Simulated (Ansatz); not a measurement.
`[CH3][Al]([CH3])[SnH3]` and `[CH3][Al]([CH3])[CH2]Cl` differ in one atom or group.

Ansatz, PBE0-D4/def2-TZVP geometries, multiplicity 1. Each molecule was computed in one conformer, which needn't be the lowest. `[CH3][Al]([CH3])[CH2]Cl` holds a close contact that its SMILES doesn't draw: Cl···Al 2.50 Å.

Elements past krypton have def2 core potentials.

```json
{"property": "size of the dipole moment (PBE/def2-TZVPP) / D", "`[CH3][Al]([CH3])[SnH3]`": "2.08"}
{"property": "HOMO energy (ωB97M-V/def2-TZVPP) / eV", "`[CH3][Al]([CH3])[SnH3]`": "-8.93"}
{"property": "LUMO energy (PBE/def2-TZVPP) / eV", "`[CH3][Al]([CH3])[SnH3]`": "-2.26"}
{"property": "LUMO energy (B3LYP/def2-TZVPP) / eV", "`[CH3][Al]([CH3])[SnH3]`": "-1.72"}
{"property": "HOMO energy (B3LYP/def2-TZVPP) / eV", "`[CH3][Al]([CH3])[SnH3]`": "-6.79"}
{"property": "HOMO energy (PBE/def2-TZVPP) / eV", "`[CH3][Al]([CH3])[SnH3]`": "-5.95"}
```

Task: Give the same properties after the change, and the shifts. (Best estimate.)

Result: The calculation gave: 
```csv
property,`[CH3][Al]([CH3])[CH2]Cl`,shift
size of the dipole moment (PBE/def2-TZVPP) / D,1.08,-1.00
HOMO energy (ωB97M-V/def2-TZVPP) / eV,-9.86,-0.93
LUMO energy (PBE/def2-TZVPP) / eV,-1.22,1.04
LUMO energy (B3LYP/def2-TZVPP) / eV,-0.54,1.18
HOMO energy (B3LYP/def2-TZVPP) / eV,-7.41,-0.62
HOMO energy (PBE/def2-TZVPP) / eV,-6.33,-0.38
```

With PBE0 the HOMO falls by 0.65 eV and the LUMO rises by 1.26 eV, so the gap widens by about 1.91 eV. PBE moves the HOMO by -0.38 eV and ωB97M-V by -0.93 eV. Dipoles are sizes alone; their direction can turn.

B3LYP here is the variant with VWN-RPA as its local correlation; programs differ in this.
